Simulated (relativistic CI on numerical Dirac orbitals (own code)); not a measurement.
## One change at a time: Sc19+

Base calculation: Dirac-Coulomb-Breit CI, KLI orbitals optimised for each configuration, a model potential for QED, unscaled Slater integrals.

Configuration list: 1s², 1s2s, 1s2p, 1s3s, 1s3p, 1s3d, 1s4s, 1s4p, 1s4d, 1s4f, 1s5s, 1s5p, 1s5d, 1s5f, 1s5g, 1s6s, 1s6p, 1s6d. Levels of other configurations are missing.

Variants: (1) Breit term removed. Shifts of the energy above 1s² ¹S0, in eV, for the lowest level and the first level of each name with at least 55 % of one term (blank where a level changes its place among those of its configuration and J or its character, or is not in the variant):

```tsv
Level	Base	Δ(1)
1s² ¹S0	0.00	0.00
1s2s ³S1	4269.76	+3.23
1s2p ³P°0	4292.23	+2.08
1s2p ³P°1	4293.36	+2.91
1s2s ¹S0	4294.25	+2.62
1s2p ³P°2	4298.89	+3.16
1s2p ¹P°1	4314.57	+3.24
1s3s ³S1	5056.04	+3.23
1s3p ³P°0	5062.25	+2.91
1s3p ³P°1	5062.58	+3.14
1s3s ¹S0	5062.59	+3.05
1s3p ³P°2	5064.22	+3.21
1s3d ³D2	5067.59	+3.25
1s3d ³D1	5067.60	+3.17
1s3d ³D3	5068.24	+3.25
1s3d ¹D2	5068.44	+3.20
1s3p ¹P°1	5068.55	+3.22
1s4s ³S1	5327.92	+3.23
1s4p ³P°0	5330.47	+3.10
1s4s ¹S0	5330.61	+3.15
1s4p ³P°1	5330.62	+3.19
1s4p ³P°2	5331.31	+3.22
```

At this charge energies of transitions that change n are usually good to better than 1 %, and those within a shell (Δn = 0) to a few per cent.

Ionisation energy from the two ground configurations alone: base 5673.45 eV; Breit term removed 5676.68 eV. The NIST ASD value (theoretical) is 5674.9 eV.

LS names give the leading component of a level, which can be under half, so a name can repeat, a term be missing and a line seem to break the LS rules.
